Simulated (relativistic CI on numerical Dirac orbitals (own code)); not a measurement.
# From line strength to rate: Be I 2494.73 Å (air)

Problem. For 2s2p ³P°2 – 2s3d ³D3 of Be I a semi-empirical relativistic CI calculation gives the line strength S = 8.762 e²a₀² in the length gauge. The measured levels are 21981.27 and 62053.72 cm⁻¹ (NIST Handbook). Find gf, f, A and the partial lifetime.

Working.
1. σ = 62053.72 − 21981.27 = 40072.45 cm⁻¹, so the vacuum wavelength is 10⁸/σ = 2495.48 Å.
2. gf = 303.756 S/λ(Å) = 1.067, log gf = 0.028; with g = 5 for the lower level, f = 0.213.
3. A = 2.02613 × 10¹⁸ S/(g_u λ³) with g_u = 7: A = 1.63 × 10^8 s⁻¹.
4. The partial lifetime for this S is 1/A = 6.13 ns; in the calculation this line carries 99 % of the decay of the upper level.

Check. The Handbook lists A = 1.60 × 10^8 s⁻¹, a tabulated value with its own uncertainty (a few per cent for the best lines, 25 % or more for others); ours lies 2 % above it. The velocity form of the same calculation gives S = 7.85, and the gap between the two forms is a rough gauge of the error in S. With the computed energy (40605 cm⁻¹) in place of the measured one the rate would change by the factor (σ_calc/σ)³ = 1.04.
